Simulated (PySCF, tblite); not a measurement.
Species: C4H9F3Si2.
Structure used (PBE0-D3(BJ)/def2-SVP), in Å, numbered top down from 1:
```
atom  x, y, z in Å
F1     2.0602   -0.7766    1.6810
C2     2.1947   -0.0549    0.5613
F3     3.0527   -0.7090   -0.2338
F4     2.7873    1.0965    0.9109
C5     0.8735    0.1715   -0.1214
C6    -0.1520    0.8638    0.7905
C7    -1.4804    1.1028    0.0648
Si8   -2.0859   -0.5448   -0.6839
Si9    0.0807   -1.4183   -0.8692
H10    1.0896    0.8282   -0.9828
H11   -0.3192    0.2306    1.6796
H12    0.2654    1.8132    1.1654
H13   -1.3342    1.8189   -0.7627
H14   -2.2270    1.5491    0.7398
H15   -2.9338   -1.3124    0.2801
H16   -2.8436   -0.3633   -1.9586
H17    0.3427   -2.6032    0.0006
H18    0.5963   -1.6821   -2.2441
```

Jobs on this species (18 atoms, 88 electrons) with PySCF (density fitting) and tblite. Hardware of each: one thread, Arm Neoverse V1 (aarch64), shared host. The host was shared with other jobs, so the times are rough.

| level and settings | work | basis functions | SCF cycles | wall time |
| --- | --- | --- | --- | --- |
| PBE0/pcSseg-1 | shieldings, ring-centre shieldings, charges and field gradients | 212 | ? | ? |
| PBE0-D3(BJ)/def2-SVP, grid level 1 | geometry optimisation from a GFN2-xTB start shaken at random | 179 | ? | ? |
| delta-SCF UKS SCAN, pcX-2 on the ionised atom, pcseg-1 elsewhere, spin-free X2C | ΔSCF core ionisation, 9 holes | 221 | 137 | 2.4 min |
| B97-2/pcSseg-1 | shieldings, ring-centre shieldings | 212 | 14 | 39 s |
| GFN2-xTB | Hessian by finite differences | – | – | 0.83 s |
| B3LYP/def2-SVPD | 10 singlets by full TDDFT, 4 Tamm–Dancoff triplets, polarisability, ΔSCF ions | 269 | 13 | 5.0 min |

Problem. Fill in the missing figures.

Solution. 
- PBE0/pcSseg-1; shieldings, ring-centre shieldings, charges and field gradients: 39 s, 13 SCF cycles
- PBE0-D3(BJ)/def2-SVP, grid level 1; geometry optimisation from a GFN2-xTB start shaken at random: 2.7 min, 55 SCF cycles

Problem. What do all jobs in the table cost together?

Solution. About 11 min; the longest takes about 44 % of that, and about 360 times as long as the shortest.
